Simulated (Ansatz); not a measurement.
Ansatz (an electronic-structure program) input (B3LYP-D3(BJ)/def2-TZVP):

Ansatz 0.2 input:
```yaml
crystal:
  periodic: [false, false, false]
  atoms:
    - {symbol: Y, position_ang: [0.46271799, 0.32774803, -0.25988959]}
    - {symbol: O, position_ang: [-0.56370607, 1.57863538, -1.16077715]}
    - {symbol: Cl, position_ang: [-0.79625606, -1.49477978, 1.14246537]}
basis:
  gaussian:
    orbitals: def2-TZVP
hamiltonian:
  xc: b3lyp
  dispersion: d3bj
total_charge: -1
magnetization: {spin_polarized: true, initial_magnetization: 1}
phonons: {temperatures: {t_min: 298.15, t_max: 298.15, t_step: 100}}
```

Output:

```
Functional definition: B3LYP
integrals: 0.03 GiB planned
781 factors; their error is unknown
mean field: 0.42 GiB planned
mean field evaluation 1: about -15615.4209 eV, gradient 2.8e1 eV
mean field evaluation 2: about -15500.2223 eV, gradient 1.3e2 eV
mean field evaluation 4: about -15618.6536 eV, gradient 4.9e0 eV
mean field evaluation 8: about -15618.7659 eV, gradient 1.3e-1 eV
mean field evaluation 16: about -15618.8148 eV, gradient 3.0e-4 eV
mean field -15618.81484994 eV, -573.9808589222 hartree, gradient 2.8e-5 eV, S^2 0.750550; 0 other end points of the search recorded, 0 dependent functions left out
the calculation of the forces begins
reference -15618.81506788 eV, -573.9808669316 hartree; 19, 18 occupied and 89, 90 virtual orbitals, 781 factors
these checks for a lower state are left out or cut short: stability, starts, cluster_reference, orbital_swaps, neighbouring_geometries, increment
integrals: 0.03 GiB planned
781 factors; their error is unknown
mean field: 0.42 GiB planned
mean field -15618.81478144 eV, -573.9808564052 hartree, gradient 2.4e-6 eV, S^2 0.750547; 0 other end points of the search recorded, 0 dependent functions left out
the calculation of the forces begins
reference -15618.81499938 eV, -573.9808644141 hartree; 19, 18 occupied and 89, 90 virtual orbitals, 781 factors
these checks for a lower state are left out or cut short: stability, starts, cluster_reference, orbital_swaps, neighbouring_geometries, increment
integrals: 0.03 GiB planned
781 factors; their error is unknown
mean field: 0.42 GiB planned
mean field evaluation 32: about -15618.8148 eV, gradient 7.1e-6 eV
mean field -15618.81476318 eV, -573.9808557339 hartree, gradient 2.3e-6 eV, S^2 0.750552; 0 other end points of the search recorded, 0 dependent functions left out
the calculation of the forces begins
reference -15618.81498113 eV, -573.9808637436 hartree; 19, 18 occupied and 89, 90 virtual orbitals, 781 factors
these checks for a lower state are left out or cut short: stability, starts, cluster_reference, orbital_swaps, neighbouring_geometries, increment
integrals: 0.03 GiB planned
781 factors; their error is unknown
mean field: 0.42 GiB planned
mean field -15618.81483197 eV, -573.9808582621 hartree, gradient 1.3e-6 eV, S^2 0.750552; 0 other end points of the search recorded, 0 dependent functions left out
the calculation of the forces begins
reference -15618.81504995 eV, -573.9808662726 hartree; 19, 18 occupied and 89, 90 virtual orbitals, 781 factors
these checks for a lower state are left out or cut short: stability, starts, cluster_reference, orbital_swaps, neighbouring_geometries, increment
integrals: 0.03 GiB planned
781 factors; their error is unknown
mean field: 0.42 GiB planned
mean field -15618.81482264 eV, -573.9808579192 hartree, gradient 1.3e-6 eV, S^2 0.750548; 0 other end points of the search recorded, 0 dependent functions left out
the calculation of the forces begins
reference -15618.81504056 eV, -573.9808659274 hartree; 19, 18 occupied and 89, 90 virtual orbitals, 781 factors
these checks for a lower state are left out or cut short: stability, starts, cluster_reference, orbital_swaps, neighbouring_geometries, increment
integrals: 0.03 GiB planned
781 factors; their error is unknown
mean field: 0.42 GiB planned
mean field -15618.81481041 eV, -573.9808574697 hartree, gradient 2.3e-6 eV, S^2 0.750552; 0 other end points of the search recorded, 0 dependent functions left out
the calculation of the forces begins
reference -15618.81502840 eV, -573.9808654805 hartree; 19, 18 occupied and 89, 90 virtual orbitals, 781 factors
these checks for a lower state are left out or cut short: stability, starts, cluster_reference, orbital_swaps, neighbouring_geometries, increment
integrals: 0.03 GiB planned
781 factors; their error is unknown
mean field: 0.42 GiB planned
mean field evaluation 64: about -15618.8148 eV, gradient 2.3e-6 eV
mean field -15618.81475426 eV, -573.9808554061 hartree, gradient 2.3e-6 eV, S^2 0.750547; 0 other end points of the search recorded, 0 dependent functions left out
the calculation of the forces begins
reference -15618.81497216 eV, -573.9808634140 hartree; 19, 18 occupied and 89, 90 virtual orbitals, 781 factors
these checks for a lower state are left out or cut short: stability, starts, cluster_reference, orbital_swaps, neighbouring_geometries, increment
integrals: 0.03 GiB planned
781 factors; their error is unknown
mean field: 0.42 GiB planned
mean field -15618.81483387 eV, -573.9808583319 hartree, gradient 1.2e-6 eV, S^2 0.750548; 0 other end points of the search recorded, 0 dependent functions left out
the calculation of the forces begins
reference -15618.81505180 eV, -573.9808663405 hartree; 19, 18 occupied and 89, 90 virtual orbitals, 781 factors
these checks for a lower state are left out or cut short: stability, starts, cluster_reference, orbital_swaps, neighbouring_geometries, increment
integrals: 0.03 GiB planned
781 factors; their error is unknown
mean field: 0.42 GiB planned
mean field -15618.81483276 eV, -573.9808582910 hartree, gradient 1.1e-6 eV, S^2 0.750551; 0 other end points of the search recorded, 0 dependent functions left out
the calculation of the forces begins
reference -15618.81505073 eV, -573.9808663011 hartree; 19, 18 occupied and 89, 90 virtual orbitals, 781 factors
these checks for a lower state are left out or cut short: stability, starts, cluster_reference, orbital_swaps, neighbouring_geometries, increment
integrals: 0.03 GiB planned
781 factors; their error is unknown
mean field: 0.42 GiB planned
mean field -15618.81479763 eV, -573.9808570001 hartree, gradient 1.8e-6 eV, S^2 0.750549; 0 other end points of the search recorded, 0 dependent functions left out
the calculation of the forces begins
reference -15618.81501555 eV, -573.9808650084 hartree; 19, 18 occupied and 89, 90 virtual orbitals, 781 factors
these checks for a lower state are left out or cut short: stability, starts, cluster_reference, orbital_swaps, neighbouring_geometries, increment
integrals: 0.03 GiB planned
781 factors; their error is unknown
mean field: 0.42 GiB planned
mean field -15618.81487206 eV, -573.9808597353 hartree, gradient 1.7e-6 eV, S^2 0.750550; 0 other end points of the search recorded, 0 dependent functions left out
the calculation of the forces begins
reference -15618.81509004 eV, -573.9808677458 hartree; 19, 18 occupied and 89, 90 virtual orbitals, 781 factors
these checks for a lower state are left out or cut short: stability, starts, cluster_reference, orbital_swaps, neighbouring_geometries, increment
integrals: 0.03 GiB planned
781 factors; their error is unknown
mean field: 0.42 GiB planned
mean field evaluation 96: about -15618.8148 eV, gradient 4.2e-2 eV
mean field -15618.81484177 eV, -573.9808586221 hartree, gradient 1.5e-6 eV, S^2 0.750549; 0 other end points of the search recorded, 0 dependent functions left out
the calculation of the forces begins
reference -15618.81505970 eV, -573.9808666310 hartree; 19, 18 occupied and 89, 90 virtual orbitals, 781 factors
these checks for a lower state are left out or cut short: stability, starts, cluster_reference, orbital_swaps, neighbouring_geometries, increment
integrals: 0.03 GiB planned
781 factors; their error is unknown
mean field: 0.42 GiB planned
mean field -15618.81485222 eV, -573.9808590061 hartree, gradient 1.9e-6 eV, S^2 0.750550; 0 other end points of the search recorded, 0 dependent functions left out
the calculation of the forces begins
reference -15618.81507018 eV, -573.9808670159 hartree; 19, 18 occupied and 89, 90 virtual orbitals, 781 factors
Total energy: -15618.95564546 eV, -573.9860330622 hartree
Atom 0 at     0.462718     0.327748    -0.259890 Å, force     0.000046     0.000131    -0.000100 eV/Å
Atom 1 at    -0.563706     1.578635    -1.160777 Å, force     0.000020    -0.000084     0.000062 eV/Å
Atom 2 at    -0.796256    -1.494780     1.142465 Å, force    -0.000066    -0.000047     0.000037 eV/Å
Dipole moment:     0.308596    -0.302904     0.216194 e Å
Vibrations: 128.52 265.64 795.80 cm⁻¹, zero-point energy 0.073768 eV
```

The spin state was set by rule; other spins were not relaxed.
